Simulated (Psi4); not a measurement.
Psi4 input (wB97X-D/6-31G*):

```
memory 1500 MB

molecule {
-1 1
C    -0.57153523    0.14375636    0.12078110
N     0.73489764   -0.28738991   -0.23340796
H    -0.87698954    0.12027364    1.22000294
H    -1.32437512   -0.51032725   -0.36254457
H    -0.90475479    1.19114357   -0.18595523
H     1.39104735    0.34810127    0.23766597
symmetry c1
no_reorient
no_com
}

set {
  basis 6-31G*
  reference rks
  scf_type pk
  dft_radial_points 99
  dft_spherical_points 590
  e_convergence 1e-8
  d_convergence 1e-7
  maxiter 150
}

e = energy('wb97x-d')
print_out(f'\nFINAL {e:.10f} DIPOLE {variable("CURRENT DIPOLE")[0]:.6f} {variable("CURRENT DIPOLE")[1]:.6f} {variable("CURRENT DIPOLE")[2]:.6f}\n')
```

Output:

```
   => Loading Basis Set <=

    Name: 6-31G*
    Role: ORBITAL
    Keyword: BASIS
    atoms 1   entry C          line   111 file 6-31gs.gbs
    atoms 2   entry N          line   128 file 6-31gs.gbs
    atoms 3-6 entry H          line    44 file 6-31gs.gbs

   => WB97X-D: Empirical Dispersion <=

    Chai and Head-Gordon Dispersion Correction
    Chai, J.-D.; Head-Gordon, M. (2010), J. Chem. Phys., 132: 6615-6620

        s6 =       1.000000

         ---------------------------------------------------------
                                   SCF
               by Justin Turney, Rob Parrish, Andy Simmonett
                          and Daniel G. A. Smith
                              RKS Reference
         ---------------------------------------------------------

  ==> Geometry <==

    Molecular point group: c1
    Full point group: C1

    Geometry (in Angstrom), charge = -1, multiplicity = 1:

       Center              X                  Y                   Z               Mass
    ------------   -----------------  -----------------  -----------------  -----------------
         C           -0.571535230000     0.143756360000     0.120781100000    12.000000000000
         N            0.734897640000    -0.287389910000    -0.233407960000    14.003074004430
         H           -0.876989540000     0.120273640000     1.220002940000     1.007825032230
         H           -1.324375120000    -0.510327250000    -0.362544570000     1.007825032230
         H           -0.904754790000     1.191143570000    -0.185955230000     1.007825032230
         H            1.391047350000     0.348101270000     0.237665970000     1.007825032230

  Running in c1 symmetry.

  Rotational constants: A =      4.18308  B =      0.83286  C =      0.79811 [cm^-1]
  Rotational constants: A = 125405.49861  B =  24968.37370  C =  23926.63529 [MHz]
  Nuclear repulsion =   35.933533801095017

  Charge       = -1
  Multiplicity = 1
  Electrons    = 18
  Nalpha       = 9
  Nbeta        = 9

  ==> Algorithm <==

  SCF Algorithm Type is PK.
  DIIS enabled.
  MOM disabled.
  Fractional occupation disabled.
  Guess Type is SAD.
  Energy threshold   = 1.00e-08
  Density threshold  = 1.00e-07
  Integral threshold = 1.00e-12

  ==> Primary Basis <==

  Basis Set: 6-31G*
    Blend: 6-31G*
    Number of shells: 20
    Number of basis functions: 38
    Number of Cartesian functions: 38
    Spherical Harmonics?: false
    Max angular momentum: 2

  ==> DFT Potential <==

   => LibXC <=

    Version 7.1.2
    S. Lehtola, C. Steigemann, M. J. T. Oliveira, and M. A. L. Marques,  SoftwareX 7, 1–5 (2018) (10.1016/j.softx.2017.11.002)

   => Composite Functional: WB97X-D <=

    wB97X-D Hyb-GGA Exchange-Correlation Functional

    J.-D. Chai and M. Head-Gordon,  Phys. Chem. Chem. Phys. 10, 6615–6620 (2008) (10.1039/B810189B)

    Deriv               =              1
    GGA                 =           TRUE
    Meta                =          FALSE

    Exchange Hybrid     =           TRUE
    MP2 Hybrid          =          FALSE

   => Exchange-Correlation Functionals <=

    1.0000   wB97X-D range-separated functional

   => Exact (HF) Exchange <=

    0.7780            HF,LR [omega = 0.2000]
    0.2220               HF

   => LibXC Density Thresholds  <==

    XC_HYB_GGA_XC_WB97X_D:  1.00E-14

   => Molecular Quadrature <=

    Radial Scheme          =       TREUTLER
    Pruning Scheme         =           NONE
    Nuclear Scheme         =       TREUTLER

    Blocking Scheme        =         OCTREE
    BS radius alpha        =              1
    Pruning alpha          =              1
    Radial Points          =             99
    Spherical Points       =            590
    Total Points           =         333585
    Total Blocks           =           2448
    Max Points             =            256
    Max Functions          =             38
    Weights Tolerance      =       1.00E-15

  ==> Integral Setup <==

  Using in-core PK algorithm.
   Calculation information:
      Number of atoms:                   6
      Number of AO shells:              20
      Number of primitives:             46
      Number of atomic orbitals:        38
      Number of basis functions:        38

      Integral cutoff                 1.00e-12
      Number of threads:                 1

  Performing in-core PK
  Using 824733 doubles for integral storage.
  We computed 22154 shell quartets total.
  Whereas there are 22155 unique shell quartets.

  Computing range-separated integrals for PK
  We computed 22154 wK shell quartets total.
  Whereas there are 22155 wK unique shell quartets.

  ==> DiskJK: Disk-Based J/K Matrices <==

    J tasked:                  Yes
    K tasked:                  Yes
    wK tasked:                 Yes
    Omega:               2.000E-01
    Schwarz Cutoff:          1E-12


  Cached 100.0% of DFT collocation blocks in 0.351 [GiB].

  Minimum eigenvalue in the overlap matrix is 9.7750315535E-03.
  Reciprocal condition number of the overlap matrix is 1.6250761501E-03.
    Using symmetric orthogonalization.

  ==> Pre-Iterations <==

  SCF Guess: Superposition of Atomic Densities via on-the-fly atomic UHF (no occupation information).

   -------------------------
    Irrep   Nso     Nmo
   -------------------------
     A         38      38
   -------------------------
    Total      38      38
   -------------------------

  ==> Iterations <==

                        Total Energy        Delta E     RMS |[F,P]|

   @RKS iter SAD:   -94.49395759684457   -9.44940e+01   0.00000e+00
   @RKS iter   1:   -94.81091937452997   -3.16962e-01   2.10116e-02 ADIIS/DIIS
   @RKS iter   2:   -94.80453824354713    6.38113e-03   2.18402e-02 ADIIS/DIIS
   @RKS iter   3:   -95.12961098324139   -3.25073e-01   1.70983e-03 ADIIS/DIIS
   @RKS iter   4:   -95.13120941106064   -1.59843e-03   8.34665e-04 ADIIS/DIIS
   @RKS iter   5:   -95.13171331237024   -5.03901e-04   1.17059e-04 ADIIS/DIIS
   @RKS iter   6:   -95.13172776661085   -1.44542e-05   1.64798e-05 DIIS
   @RKS iter   7:   -95.13172839056362   -6.23953e-07   3.76137e-06 DIIS
   @RKS iter   8:   -95.13172843824584   -4.76822e-08   9.96968e-07 DIIS
   @RKS iter   9:   -95.13172844191924   -3.67339e-09   1.92481e-07 DIIS
   @RKS iter  10:   -95.13172844202198   -1.02744e-10   2.11430e-08 DIIS
  Energy and wave function converged.

  ==> Post-Iterations <==

   Electrons on quadrature grid:
      Ntotal   =   18.0000003464 ; deviation = 3.464e-07

    Orbital Energies [Eh]
    ---------------------

    Doubly Occupied:

       1A    -14.066295     2A    -10.064303     3A     -0.628527
       4A     -0.452176     5A     -0.255942     6A     -0.226184
       7A     -0.181193     8A     -0.027039     9A      0.047132

    Virtual:

      10A      0.405140    11A      0.459336    12A      0.476921
      13A      0.481593    14A      0.602014    15A      0.917972
      16A      0.921863    17A      0.941210    18A      1.114429
      19A      1.146610    20A      1.158115    21A      1.189164
      22A      1.222808    23A      1.267088    24A      1.313862
      25A      1.366943    26A      1.712777    27A      1.885773
      28A      1.926923    29A      2.130179    30A      2.368196
      31A      2.417441    32A      2.456830    33A      2.721532
      34A      2.751899    35A      2.799949    36A      3.080064
      37A      4.097752    38A      4.577353

    Final Occupation by Irrep:
              A
    DOCC [     9 ]
    NA   [     9 ]
    NB   [     9 ]

  @RKS Final Energy:   -95.13172844202198

   => Energetics <=

    Nuclear Repulsion Energy =             35.9335338010950167
    One-Electron Energy =                -203.9920538614155134
    Two-Electron Energy =                  82.4603997744016226
    DFT Exchange-Correlation Energy =      -9.5327635155992194
    Empirical Dispersion Energy =          -0.0008446405039029
    VV10 Nonlocal Energy =                  0.0000000000000000
    Total Energy =                        -95.1317284420219806

Computation Completed

Properties will be evaluated at   0.000000,   0.000000,   0.000000 [a0]

Properties computed using the SCF density matrix

 Multipole Moments:

 ------------------------------------------------------------------------------------
     Multipole            Electronic (a.u.)      Nuclear  (a.u.)        Total (a.u.)
 ------------------------------------------------------------------------------------

 L = 1.  Multiply by 2.5417464519 to convert [e a0] to [Debye]
 Dipole X            :         -0.6430172            0.0000000           -0.6430172
 Dipole Y            :          0.5065373            0.0000000            0.5065374
 Dipole Z            :          0.3985106           -0.0000000            0.3985106
 Magnitude           :                                                    0.9104185

 ------------------------------------------------------------------------------------

FINAL -95.1317284420 DIPOLE -0.643017 0.506537 0.398511

*** Psi4 exiting successfully. Buy a developer a beer!
```

The dipole moment of an ion depends on the origin.
